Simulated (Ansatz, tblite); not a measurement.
Isomers of W3Se5 (singlet), found by a short tight-binding search and relaxed with PBE-D4/def2-SVP in Ansatz.

In the def2 sets W takes a core potential; there is no spin–orbit coupling. The xTB rows come from tblite.

A: The restricted singlet is unstable towards broken spin symmetry in Hartree–Fock (as tested in another run); at PBE-D4/def2-TZVP, r2SCAN-D4/def2-TZVP, PBE0-D4/def2-TZVP this wasn't settled.

Other spin states were run for one of them alone.

A:

```xyz
8

W    -0.738   -1.390   -0.007
W    -0.247    0.689    0.915
W     1.018    0.608   -1.036
Se    2.450    0.981    0.845
Se   -2.754   -0.137    0.293
Se   -0.417    2.524   -1.074
Se    0.570   -1.606   -2.147
Se    0.118   -1.669    2.211
```

B:

```tsv
atom	x (Å)	y (Å)	z (Å)
W1	0.416	1.156	-0.651
W2	-0.240	-0.120	1.434
W3	-0.126	-1.313	-0.618
Se4	1.209	-2.128	1.306
Se5	-1.543	2.127	-1.335
Se6	1.433	-0.390	-2.346
Se7	1.205	1.916	1.608
Se8	-2.355	-1.249	0.602
```

Question: Estimate which lies lowest at each level, and how far above it the others are (kJ/mol).

Answer: 
```json
{"level": "GFN1-xTB", "A": "246.0", "B": "0.0"}
{"level": "GFN2-xTB", "A": "164.4", "B": "0.0"}
{"level": "PBE-D4/def2-TZVP", "A": "0.0", "B": "10.4"}
{"level": "r2SCAN-D4/def2-TZVP", "A": "0.0", "B": "5.0"}
{"level": "PBE0-D4/def2-TZVP", "A": "0.0", "B": "5.6"}
```
Point groups (tolerance 0.1 Å): A not assigned, B Cs. Lower isomers may exist.
